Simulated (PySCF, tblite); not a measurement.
Isomers of C5H13ClO2Si, one GFN2-xTB conformer each. Single-point energies are computed at PBE0/pcSseg-1 (PySCF, gas phase, no added dispersion term), electronic only.

Question: Rank them by PBE0/pcSseg-1 energy, lowest first (kcal/mol).
A. `[CH3:1][CH2:2][O:3][Si@@H:4]([Cl:5])[C@H:6]([CH3:7])[O:8][CH3:9]` with C1–C2–O3–Si4 -156°, C2–O3–Si4–Cl5 47°, O3–Si4–C6–C7 -68°, Si4–C6–O8–C9 -164°
B. `[CH3:1][O:2][CH2:3][Si@@H:4]([Cl:5])[C@H:6]([CH3:7])[O:8][CH3:9]` with C1–O2–C3–Si4 67°, O2–C3–Si4–Cl5 38°, C3–Si4–C6–C7 174°, Si4–C6–O8–C9 -169°

Answer: A (0.0), B (37.6).

As drawn, the lower has an Si–O bond, which the higher lacks. GFN2-xTB itself gives, in the same order: 0.0, 44.0. Both levels put the same isomer lowest.

Which frontier levels, dipoles and rotational constants go with these structures?

```csv
SMILES,"HOMO (eV, PBE0/pcSseg-1)",LUMO (eV),dipole (D),"A, B, C (MHz)"
CCO[Si@@H](Cl)[C@H](C)OC,-7.39,1.18,2.10,"1699, 645.9, 548.0"
COC[Si@@H](Cl)[C@H](C)OC,-6.96,0.60,2.49,"1553, 702.3, 523.0"
```

What happens when harmonic zero-point energies from GFN2-xTB frequencies are added?

```
                  SMILES  ZPE (kcal/mol)  electronic (kcal/mol)  with ZPE (kcal/mol)
CCO[Si@@H](Cl)[C@H](C)OC           110.1                    0.0                  0.0
COC[Si@@H](Cl)[C@H](C)OC           109.2                   37.6                 36.7
```

The zero-point energies span 0.9 kcal/mol. The order is unchanged.
